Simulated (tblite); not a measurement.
Parent: `[CH3:1][O:2][SiH2:3]/[CH:4]=[CH:5]\[SiH2:6][Cl:7]` with C1–O2–Si3–C4 -179°, O2–Si3–C4–C5 1°, C4–C5–Si6–Cl7 180°, C3H9ClOSi2.

Computed geometry: GFN2-xTB, gas phase. One conformer each, not checked by frequencies here.

```tsv
coordinate of the parent	value
C1–O2	1.394 Å
O2–Si3	1.628 Å
Si3–C4	1.872 Å
C4=C5	1.331 Å
C5–Si6	1.885 Å
Si6–Cl7	2.044 Å
C1–O2–Si3	128.4°
O2–Si3–C4	100.3°
Si3–C4–C5	126.1°
C4–C5–Si6	126.0°
C5–Si6–Cl7	103.9°
```

How does the shared frame change in `[CH3:1][O:2][SiH2:3]/[CH:4]=[C:5](/[SiH2:6][Cl:7])[CH:8]([Cl:9])[Cl:10]` with C1–O2–Si3–C4 59°, O2–Si3–C4–C5 46°, C4–C5–Si6–Cl7 24°, C4–C5–C8–Cl9 -107°, C4H9Cl3OSi2? Atoms pair as C1 = C1, O2 = O2, Si3 = Si3, C4 = C4, C5 = C5, Si6 = Si6, Cl7 = Cl7 (parent first).

```
    parent    relative  value in the relative  change
     C1–O2       C1–O2                1.399 Å  +0.005
    O2–Si3      O2–Si3                1.621 Å  -0.007
    Si3–C4      Si3–C4                1.899 Å  +0.027
     C4=C5       C4=C5                1.335 Å  +0.004
    C5–Si6      C5–Si6                1.899 Å  +0.014
   Si6–Cl7     Si6–Cl7                2.015 Å  -0.029
 C1–O2–Si3   C1–O2–Si3                 130.4°    +2.0
 O2–Si3–C4   O2–Si3–C4                 112.7°   +12.4
 Si3–C4–C5   Si3–C4–C5                 127.9°    +1.8
 C4–C5–Si6   C4–C5–Si6                 124.1°    -1.9
C5–Si6–Cl7  C5–Si6–Cl7                 107.0°    +3.1
```

Of the parent's bonds, Si6–Cl7 changes most (-0.029 Å). Bonds of the relative outside the shared frame: C5–C8 1.487, C8–Cl9 1.786, C8–Cl10 1.776 Å.

How does the shared frame change in `[CH3:1][C:2]#[C:3]/[C:4](=[CH:5]\[SiH2:6][O:7][CH3:8])[SiH2:9][Cl:10]` with C4–C5–Si6–O7 73°, C5–Si6–O7–C8 -176°, C3–C4–Si9–Cl10 175°, C6H11ClOSi2? Atoms pair as C1 = C8, O2 = O7, Si3 = Si6, C4 = C5, C5 = C4, Si6 = Si9, Cl7 = Cl10 (parent first).

```json
{"parent": "C1–O2", "relative": "C8–O7", "value in the relative": "1.393 Å", "change": "-0.001"}
{"parent": "O2–Si3", "relative": "O7–Si6", "value in the relative": "1.624 Å", "change": "-0.004"}
{"parent": "Si3–C4", "relative": "Si6–C5", "value in the relative": "1.876 Å", "change": "+0.004"}
{"parent": "C4=C5", "relative": "C5=C4", "value in the relative": "1.343 Å", "change": "+0.012"}
{"parent": "C5–Si6", "relative": "C4–Si9", "value in the relative": "1.893 Å", "change": "+0.008"}
{"parent": "Si6–Cl7", "relative": "Si9–Cl10", "value in the relative": "2.021 Å", "change": "-0.023"}
{"parent": "C1–O2–Si3", "relative": "C8–O7–Si6", "value in the relative": "128.0°", "change": "-0.4"}
{"parent": "O2–Si3–C4", "relative": "O7–Si6–C5", "value in the relative": "103.0°", "change": "+2.7"}
{"parent": "Si3–C4–C5", "relative": "Si6–C5–C4", "value in the relative": "124.5°", "change": "-1.6"}
{"parent": "C4–C5–Si6", "relative": "C5–C4–Si9", "value in the relative": "124.2°", "change": "-1.8"}
{"parent": "C5–Si6–Cl7", "relative": "C4–Si9–Cl10", "value in the relative": "109.1°", "change": "+5.2"}
```

Of the parent's bonds, Si6–Cl7 changes most (-0.023 Å). Bonds of the relative outside the shared frame: C1–C2 1.445, C2≡C3 1.204, C3–C4 1.411 Å.

How does the shared frame change in `[CH3:1][CH2:2]/[C:3](=[CH:4]\[SiH2:5][O:6][CH3:7])[SiH2:8][Cl:9]` with C1–C2–C3–C4 95°, C3–C4–Si5–O6 -61°, C4–Si5–O6–C7 180°, C2–C3–Si8–Cl9 -92°, C5H13ClOSi2? Atoms pair as C1 = C7, O2 = O6, Si3 = Si5, C4 = C4, C5 = C3, Si6 = Si8, Cl7 = Cl9 (parent first).

```csv
parent,relative,value in the relative,change
C1–O2,C7–O6,1.394 Å,0.000
O2–Si3,O6–Si5,1.627 Å,-0.001
Si3–C4,Si5–C4,1.879 Å,+0.007
C4=C5,C4=C3,1.335 Å,+0.004
C5–Si6,C3–Si8,1.891 Å,+0.006
Si6–Cl7,Si8–Cl9,2.026 Å,-0.018
C1–O2–Si3,C7–O6–Si5,127.6°,-0.8
O2–Si3–C4,O6–Si5–C4,104.2°,+3.9
Si3–C4–C5,Si5–C4–C3,128.1°,+2.0
C4–C5–Si6,C4–C3–Si8,121.0°,-5.0
C5–Si6–Cl7,C3–Si8–Cl9,107.9°,+4.0
```

Of the parent's bonds, Si6–Cl7 changes most (-0.018 Å). Bonds of the relative outside the shared frame: C1–C2 1.527, C2–C3 1.502 Å.
